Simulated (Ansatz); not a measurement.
The first iterations of a band of BClFH2N + H4OSi (12 atoms, charge 0, multiplicity 1).

The calculation used RKS PBE0-D4/cc-pVDZ (Ansatz 0.2.0).

```json
{
  "movable images": "5",
  "climbing image": "yes",
  "spring": "5.0 eV/Å²",
  "optimiser": "quadratic models (default)",
  "start path": "through a guess of the saddle point",
  "force threshold": "0.05 eV/Å",
  "iteration limit": "10",
  "end points": "relaxed"
}
```

First end point:

```xyz
12
Properties=species:S:1:pos:R:3
B 0.087 -0.743 0.370
N 0.176 -0.141 1.632
H -0.600 -0.161 2.281
H 1.079 0.032 2.059
F 1.180 -0.905 -0.380
Cl -1.474 -1.247 -0.281
O -0.578 2.640 0.763
Si -2.164 2.713 0.201
H -2.323 2.077 -1.150
H -3.117 2.034 1.147
H -2.500 4.167 0.112
H -0.278 1.748 1.001
```

Last end point:

```xyz
12
Properties=species:S:1:pos:R:3
B -0.378 0.460 0.405
N 0.429 0.131 1.793
H -0.223 0.115 2.579
H 0.894 -0.777 1.740
F 0.579 0.339 -0.586
Cl -1.647 -0.919 0.291
O -0.914 1.742 0.599
Si -2.295 2.398 -0.112
H -2.387 2.054 -1.567
H -3.530 1.933 0.599
H -2.167 3.881 0.051
H 1.129 0.857 1.964
```

| iteration | highest image above the first end (eV) | largest band force component (eV/Å) |
| --- | --- | --- |
| 1 | 4.907 | 17.285 |
| 2 | 2.474 | 3.364 |
| 3 | 1.346 | 3.968 |

Task: Does the band converge within its limit, and where does its top end?

Result: It did not converge within its limit. It ended after 10 iterations with the highest image 0.202 eV above the first end. The band didn't meet its force threshold, so its energies are provisional: the largest band force was still 0.61 eV/Å, and over the last iterations the top moved between 0.16 and 0.20 eV. The orbitals stay closed-shell, which can raise the energy where a bond breaks towards radicals; this wasn't checked here.

The run took 2 min on 4 threads of Arm Neoverse V1, on a shared host, peak memory 0.34 GiB.
